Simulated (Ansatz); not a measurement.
Ansatz (a first-principles code) input:

Ansatz 0.2 input:
```yaml
crystal:
  periodic: [false, false, false]
  atoms:
    - {symbol: C, position_ang: [-1.74922787, -0.96707256, 0.02069454]}
    - {symbol: Sn, position_ang: [-0.00361827, 0.30411252, -0.05713483]}
    - {symbol: C, position_ang: [1.77106344, -0.86818627, 0.32410284]}
    - {symbol: H, position_ang: [-1.82720669, -1.42681598, 1.00510627]}
    - {symbol: H, position_ang: [-1.66845265, -1.75112232, -0.73113823]}
    - {symbol: H, position_ang: [-2.64919872, -0.38456985, -0.17039798]}
    - {symbol: H, position_ang: [0.10952053, 1.03660099, -1.60855786]}
    - {symbol: H, position_ang: [-0.14025800, 1.54685423, 1.12319385]}
    - {symbol: H, position_ang: [1.70508263, -1.32759266, 1.30954866]}
    - {symbol: H, position_ang: [1.86383666, -1.65189899, -0.42669584]}
    - {symbol: H, position_ang: [2.65657654, -0.23552864, 0.28689835]}
basis:
  gaussian:
    orbitals: def2-TZVPD
hamiltonian:
  xc: {name: PBE0}
total_charge: -1
magnetization: {spin_polarized: true, initial_magnetization: 1}
```

Q: Predict the final energy.

A: -295.20288 Eh (PBE0/def2-TZVPD). The basis has 202 functions.

This state (charge -1, doublet) is run at the relaxed geometry of the species with charge 0 and multiplicity 1.
